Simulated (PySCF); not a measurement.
# MLi for M along group 13

PBE0 with double-zeta basis sets in PySCF, for the lowest determinant that a PBE0 search found; no spin–orbit coupling. De refers to high-spin ground-configuration atoms. A positive dipole means M(−)Li(+).

```tsv
M	basis	state (unpaired electrons)	Re (Å)	ωe (cm⁻¹)	De (eV)	μ (D)
B	def2-SVPD	triplet (σ ↑, π ↑)	2.130	564	1.45	5.78
In	def2-SVP	singlet (closed shell)	3.024	265	0.87	2.26
Tl	def2-SVP	singlet (closed shell)	3.044	254	0.87	1.51
```

The shortest bond is that of LiB (2.130 Å), the longest that of LiTl (3.044 Å).

The rows differ in basis set, which adds steps of its own.

The state changes along the series, so neighbouring rows are not always alike in their bonding.

Closed-shell solutions of metal pairs were not tested for spin polarisation, which can lower them a little. Spin–orbit coupling is left out, which matters for elements this heavy, above all for dissociation energies. States were picked by a PBE0 search and need not be the measured ground states.
